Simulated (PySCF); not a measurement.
Coordinates in bohr (charge 0 multiplicity 2):
```
Ir    0.0000    0.0000   -0.0310
H     0.0000    2.8443    1.0453
H     0.0000   -2.8443    1.0453
H     2.1214    0.0000    1.9196
H    -2.1214    0.0000    1.9196
```

These are results of UPBE0 in PySCF with Ir def2-TZVP with ECP60, H def2-TZVP; scalar-relativistic core potentials, no spin–orbit coupling; density-fitted integrals, not measurements.

This geometry of IrH4 is a stationary point at this level.

Q: What is the point group?

A: C2v.

Q: Is it a minimum?

A: Yes: all harmonic wavenumbers are real.

Q: What are the dipole moment and the gap between the highest occupied and lowest empty levels of either spin?

A: 1.67 D and 3.12 eV.

Q: Give the atomic charges and bond orders.

A: 
```csv
atom,Mulliken,Löwdin,polar tensor,spin (Mulliken),Mayer order to Ir1
Ir1,-0.06,-0.02,0.19,0.62,–
"H2,3",-0.05,-0.05,-0.10,0.22,0.88
"H4,5",0.08,0.06,0.01,-0.02,0.96
```

Q: What is the atomisation energy, with and without zero-point energy?

A: 1155 kJ/mol without, 1080 kJ/mol with.

Other isomers or separated fragments may lie lower. Other spin states or occupations of the open shell can lie lower. With an element this heavy the missing spin–orbit coupling can shift these numbers.
